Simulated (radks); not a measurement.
Results of a calculation; reference values are marked as such.
Coulomb parameter of the 4d shell of the cadmium ion Cd+ in the model configuration [Kr] 4d8.5 5s1 5p1.5, as a second difference U = [E(n + 0.25) + E(n - 0.25) - 2 E(n)] / (0.25)^2 with all orbitals relaxed. "Bare": the charge of the atom changes with n. "Screened": the 5p shell takes up the change at fixed total charge, which measures U(4d,4d) + U(5p,5p) - 2 U(4d,5p). Level of theory: scalar-relativistic Kohn-Sham, r2SCAN, spin-unpolarised, spherical densities, finite nucleus; meta-GGA in the generalised Kohn-Sham scheme; Fermi nuclear charge, rms radius 4.6087 fm (a radial shooting solver on a logarithmic mesh with Libxc functionals).

| case | configuration | E - E(n) (eV) |
|---|---|---|
| start | [Kr] 4d8.5 5s1 5p1.5 | 0.000 |
| bare +0.25 | [Kr] 4d8.75 5s1 5p1.5 | -6.931 |
| bare -0.25 | [Kr] 4d8.25 5s1 5p1.5 | 7.790 |
| screened +0.25 | [Kr] 4d8.75 5s1 5p1.25 | -4.774 |
| screened -0.25 | [Kr] 4d8.25 5s1 5p1.75 | 5.016 |

U(bare) = 13.739 eV, U(screened by 5p) = 3.865 eV, against the Slater integral F0(4d,4d) = 20.583 eV with frozen orbitals.
